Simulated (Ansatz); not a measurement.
## MP2, SCS-MP2 and SOS-MP2 from spin components

System: dimethylsulfoxide (C₂H₆OS), singlet, geometry from GFN2-xTB. Level: MP2/STO-3G (Ansatz, a first-principles code). Sums are taken with unrounded values, so a last digit can differ.

Here is a job for Ansatz.
Ansatz 0.2 input:
```yaml
crystal:
  periodic: [false, false, false]
  atoms:
    - {symbol: S, position_ang: [-0.00638160, 0.25789735, -0.45583475]}
    - {symbol: O, position_ang: [-0.01284941, 1.45780980, 0.37857550]}
    - {symbol: C, position_ang: [1.37076266, -0.79819518, 0.18724665]}
    - {symbol: C, position_ang: [-1.35000243, -0.82772888, 0.20862756]}
    - {symbol: H, position_ang: [1.27987622, -0.89677085, 1.26308812]}
    - {symbol: H, position_ang: [-2.29810816, -0.35220996, -0.01997107]}
    - {symbol: H, position_ang: [1.32489255, -1.76477228, -0.30045787]}
    - {symbol: H, position_ang: [2.30461413, -0.30224775, -0.05614119]}
    - {symbol: H, position_ang: [-1.29083210, -1.79316578, -0.27990241]}
    - {symbol: H, position_ang: [-1.24010316, -0.92412504, 1.28289118]}
basis:
  gaussian:
    orbitals: STO-3G
magnetization: {spin_polarized: false}
correlation: {method: mp2}
```

It gave an SCF energy of -545.142007 Eh, a same-spin correlation energy of -0.024738 Eh and an opposite-spin one of -0.156880 Eh.

Problem. Work out the MP2, SCS-MP2 (6/5 and 1/3) and SOS-MP2 (1.3 and 0) correlation and total energies.

Solution. MP2: -0.156880 + (-0.024738) = -0.181618 Eh, total -545.323624 Eh, as the program printed. SCS-MP2: 1.2 × (-0.156880) + (-0.024738)/3 = -0.196502 Eh, total -545.338509 Eh. SOS-MP2: 1.3 × (-0.156880) = -0.203944 Eh, total -545.345951 Eh. Opposite spins carry 86 % of the MP2 correlation; same-spin pairs are already kept apart by exchange.
